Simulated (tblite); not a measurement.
A tight-binding relaxation on `[CH2][C@H](C=C)[O][GeH3]` [radical].

Computed with GFN2-xTB geometry optimisation, gas phase (tblite 0.8.0). Start geometry: from a force field or distance geometry. The input is one job of a driver script: a line of settings, then coordinates in Å.

Command:
```bash
OMP_NUM_THREADS=1 python probes_run.py task.json out
```

Input:
```
{"job": {"kind": "relax", "xc": "GFN2-xTB", "basis": "xTB"}, "charge": 0, "multiplicity": 2}
C     -0.969300    -1.216300    -1.060000
C     -0.186300    -0.453200    -0.034600
C     -1.113900     0.302500     0.851900
C     -1.971900     1.230900     0.336800
O      0.653900     0.499400    -0.564800
Ge     2.357300     0.309400    -0.152900
H     -1.748000    -1.799900    -0.505900
H     -0.309800    -1.916400    -1.612100
H      0.318800    -1.214200     0.598700
H     -1.181100     0.165900     1.929100
H     -2.654400     1.767700     1.006900
H     -1.948500     1.385500    -0.726000
H      3.116700    -0.677600    -1.059600
H      3.025600     1.714100    -0.342100
H      2.606500    -0.090100     1.312800
```

Output:
```
step      E/eV     max force
  0    -517.05649    3.330
  1    -517.32869    2.489
  2    -517.48286    0.785
  3    -517.55019    0.655
  4    -517.60386    0.538
  5    -517.62883    0.655
  6    -517.65617    0.635
  7    -517.68081    0.438
  8    -517.70021    0.327
  9    -517.71209    0.268
... (206 lines left out)
216    -517.99144    0.016
217    -517.99148    0.018
218    -517.99154    0.018
219    -517.99159    0.017
220    -517.99166    0.015
221    -517.99171    0.018
222    -517.99175    0.019
223    -517.99179    0.016
224    -517.99180    0.010
225    -517.99181    0.006
```

«max force» is the largest atomic force in eV/Å.

Q: From which step on does the largest force stay under 0.1 eV/Å, and how much energy is left to gain from there?

A: From step 206 (0.087 eV/Å), 5.1 meV above the end.

Summary of the converged run: energy lowered by 21.6 kcal/mol over 225 steps; largest atomic force 0.006 eV/Å at the end.

Q: Give the final coordinates.

A: 1.315 Å rms from the input after alignment:
```
atom  x, y, z in Å
C1    -0.2752   -1.6188   -0.1495
C2    -0.1755   -0.5503    0.8605
C3    -1.4804    0.1938    0.6247
C4    -1.5892    1.3123   -0.0718
O5     0.9525    0.2744    0.7675
Ge6    2.0882    0.4309   -0.5478
H7    -0.8705   -2.4883    0.0532
H8    -0.0442   -1.3740   -1.1716
H9    -0.1869   -0.9626    1.8797
H10   -2.3472   -0.3045    1.0343
H11   -2.5417    1.7849   -0.2402
H12   -0.7232    1.8130   -0.4742
H13    1.4225    0.9337   -1.8034
H14    3.0011    1.4432    0.0485
H15    2.7652   -0.8798   -0.8319
```

Q: How long does this job take on an Arm Neoverse V2 with one thread (shared host)?

A: About 1.0 s.
Labels such as C1 count atoms from 1, the log's own numbers from 0.
